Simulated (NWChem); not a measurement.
# CH3FGe, singlet; SMILES [Ge]([F])[CH3]

Computed with NWChem. Low-valent species are run as closed-shell singlets; no triplet was tried in these runs. Geometry: optimised at PBE0/def2-SVP. Ions are spin-unrestricted doublets at the neutral geometry; other ion states weren't tried.

For level PBE/def2-SVP:

| Quantity | Result |
|---|---|
| vertical ionisation energy, ΔSCF (eV) | 8.98 |
| −ε(HOMO) (eV) | 5.60 |

### Question
What are these values for level B3LYP/def2-SVP?

### Answer
- vertical ionisation energy, ΔSCF (eV) = 9.18
- −ε(HOMO) (eV) = 6.57
